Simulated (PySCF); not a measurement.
Input of an EPR job (settings, then geometry in Å):

```
{"job": {"kind": "epr", "basis": "pcH-1"}, "charge": 0, "multiplicity": 2}
C     -0.831707     1.171939    -0.089470
C     -0.176719    -0.157088     0.038834
N     -0.603112    -1.223385    -0.746189
C      1.215961    -0.221220     0.516575
F      1.570878    -1.465264     0.901727
F      1.442733     0.590791     1.561822
F      2.162349     0.134131    -0.411761
H     -0.401657     1.759071    -0.908300
H     -1.893528     1.044741    -0.286681
H     -0.703660     1.743981     0.828079
H     -1.599355    -1.263182    -0.900225
H     -0.180984    -2.115200    -0.530438
```

Method used: UKS B3LYP, pcH-1 on C F H N, non-relativistic, mean-field spin-orbit, GIAO (PySCF). Geometry: GFN2-xTB, one conformer, isolated molecule. Couplings are sensitive to structure, and on GFN2-xTB geometries they can be far from those on DFT ones.

Output of the driver script. Atoms in this output count from 0.

```
UKS, coarse grid
  cycle   1  E = -471.45327079  |g| = 6.79e-01
  cycle   2  E = -471.26486855  |g| = 1.07e+00
  cycle   3  E = -471.60357382  |g| = 5.98e-02
  cycle   4  E = -471.60461284  |g| = 3.95e-02
  cycle   5  E = -471.60531645  |g| = 7.78e-03
  cycle   6  E = -471.60533871  |g| = 3.36e-03
  cycle   7  E = -471.60534303  |g| = 1.29e-03
  cycle   8  E = -471.60534407  |g| = 4.17e-04
UKS, final grid
  cycle   1  E = -471.60520947  |g| = 4.14e-04
  cycle   2  E = -471.60520946  |g| = 4.83e-04
  cycle   3  E = -471.60520953  |g| = 6.67e-05
  cycle   4  E = -471.60520953  |g| = 1.92e-05
E = -471.60520953 Eh   <S^2> = 0.7532 (exact 0.7500)
g shifts (ppm)      1          2          3
  rmc          -198       -198       -198
  gc              9         65         40
  oz_so         212        343       1111
  total          22        209        953
hyperfine (MHz)  atom isotope    a_iso     a_fc   dipolar eigenvalues
    0   13C     -19.17     -19.17     -1.83     -0.96      2.79
    1   13C      99.83      99.83    -68.27    -67.80    136.07
    2   14N      15.94      15.94    -13.07    -12.69     25.76
    3   13C     -23.60     -23.60     -4.52     -1.70      6.22
    4   19F      27.98      27.98    -21.37    -20.02     41.39
    5   19F      34.55      34.55    -26.01    -25.06     51.07
    6   19F     181.41     181.41    -78.36    -74.35    152.72
    7    1H     109.62     109.62     -4.16     -2.93      7.09
    8    1H      16.83      16.83     -4.47     -3.78      8.26
    9    1H      32.72      32.72     -4.89     -4.30      9.19
   10    1H       8.17       8.17    -14.62     -5.95     20.58
   11    1H       0.79       0.79    -14.11     -6.22     20.32
```

|g| in the SCF lines is the orbital gradient. In the g block, columns 1 to 3 are the principal axes in rising order; rmc is the relativistic mass correction, gc the gauge correction and oz_so the orbital-Zeeman/spin–orbit term. a_fc is the Fermi-contact part of a_iso, here all of it, since this run has no spin–orbit term in the hyperfine coupling.

(1) Is the state sound, as far as the log shows?

(2) What are the principal g values and g_iso?

(3) Which couplings shape the isotropic spectrum at natural abundance (0.05 mT or more)? Keep the log's numbering.

(4) What are the principal values of the full tensor of atom 6 (19F)?

Answers

(1) The SCF converged after 12 cycles in all, 8 of them on the coarse grid; no stability test was run. The unrestricted determinant has ⟨S²⟩ = 0.7532 (exact 0.7500), so spin contamination is small.

(2) Adding the total shifts to 2.002319 gives 2.00234, 2.00253, 2.00327; their mean shift is 395 ppm, so g_iso = 2.00271.

(3) atoms 4, 5, 6 (19F, I = 1/2): mean 81.3 MHz = 2.90 mT in magnitude, a 1:3:3:1 quartet; atoms 7, 8, 9 (1H, I = 1/2): mean 53.1 MHz = 1.89 mT in magnitude, a 1:3:3:1 quartet; atom 2 (14N, I = 1): 15.9 MHz = 0.57 mT in magnitude, a 1:1:1 triplet; atoms 10, 11 (1H, I = 1/2): mean 4.5 MHz = 0.16 mT in magnitude, a 1:2:1 triplet. Together 144 lines to first order. Nuclei that the bonding pattern makes equivalent are averaged, as if the motion that swaps them (rotation, inversion, ring flip) were fast. The three 19F nuclei of mean +81.3 MHz run from 28.0 to 181.4 MHz in the frozen geometry. The three 1H nuclei of mean +53.1 MHz run from 16.8 to 109.6 MHz in the frozen geometry. The 1H value of +4.5 MHz is a mean of couplings from 0.8 to 8.2 MHz in this one geometry, not an average over conformers.

(4) a_iso plus each dipolar eigenvalue: 103.05, 107.05, 334.12 MHz.

The species is `C[C](N)C(F)(F)F` [radical]. The run used 225 basis functions and 5 iterations of the response equations.

Shape of the structure used: `[CH3:1][C:2]([NH2:3])[C:4]([F:5])([F:6])[F:7]`: C1–C2–C4–F5 164°, H–N3–C2–C1 -38°, H–N3–C2–C1 -174°.
Labels such as C1 count atoms from 1, the log's own numbers from 0.
